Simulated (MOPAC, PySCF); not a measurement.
H₃InO₃, SMILES `[OH][In]([OH])[OH]`, neutral singlet in the gas phase. 

Z-matrix (Å, degrees):
```
In
O 1 1.9700
H 2 0.9609 1 113.40
O 1 1.9763 2 119.81 3 179.91
H 4 0.9600 1 115.22 2 179.73
O 1 1.9865 2 116.98 3 -0.08
H 6 0.9596 1 116.85 2 179.94
```
Charge 0, spin multiplicity 1.

All levels are single points at this geometry (M06-2X/def2-TZVP); Pople sets use spherical d functions. Orbital energies aren't observables, and empty levels follow the basis.

```json
[
 {"level": "B3LYP-D3(BJ)/def2-TZVP in PySCF", "HOMO (eV)": "-8.36", "LUMO (eV)": "-2.32", "gap (eV)": "6.04", "dipole (D)": "2.47", "vertical IE, Delta-SCF (eV)": "–"},
 {"level": "M06-2X/def2-TZVP in PySCF", "HOMO (eV)": "-10.40", "LUMO (eV)": "-1.18", "gap (eV)": "9.22", "dipole (D)": "2.59", "vertical IE, Delta-SCF (eV)": "–"},
 {"level": "PBE-D3(BJ)/def2-TZVP in PySCF", "HOMO (eV)": "-6.91", "LUMO (eV)": "-2.86", "gap (eV)": "4.05", "dipole (D)": "2.34", "vertical IE, Delta-SCF (eV)": "–"},
 {"level": "B3LYP/LANL2DZ in PySCF", "HOMO (eV)": "-8.10", "LUMO (eV)": "-2.05", "gap (eV)": "6.05", "dipole (D)": "3.36", "vertical IE, Delta-SCF (eV)": "–"},
 {"level": "PBE/6-31G* (LANL2DZ on In) in PySCF", "HOMO (eV)": "-6.30", "LUMO (eV)": "-2.24", "gap (eV)": "4.06", "dipole (D)": "2.55", "vertical IE, Delta-SCF (eV)": "–"},
 {"level": "SVWN5/6-31G* (LANL2DZ on In) in PySCF", "HOMO (eV)": "-6.42", "LUMO (eV)": "-2.36", "gap (eV)": "4.07", "dipole (D)": "2.69", "vertical IE, Delta-SCF (eV)": "–"},
 {"level": "HF/6-31G* (LANL2DZ on In) in PySCF", "HOMO (eV)": "-12.60", "LUMO (eV)": "1.98", "gap (eV)": "14.58", "dipole (D)": "3.04", "vertical IE, Delta-SCF (eV)": "9.70"},
 {"level": "PM3 in MOPAC", "HOMO (eV)": "-11.62", "LUMO (eV)": "-1.96", "gap (eV)": "9.66", "dipole (D)": "2.23", "vertical IE, Delta-SCF (eV)": "–"},
 {"level": "PM6 in MOPAC", "HOMO (eV)": "-11.84", "LUMO (eV)": "-0.88", "gap (eV)": "10.96", "dipole (D)": "3.12", "vertical IE, Delta-SCF (eV)": "–"}
]
```
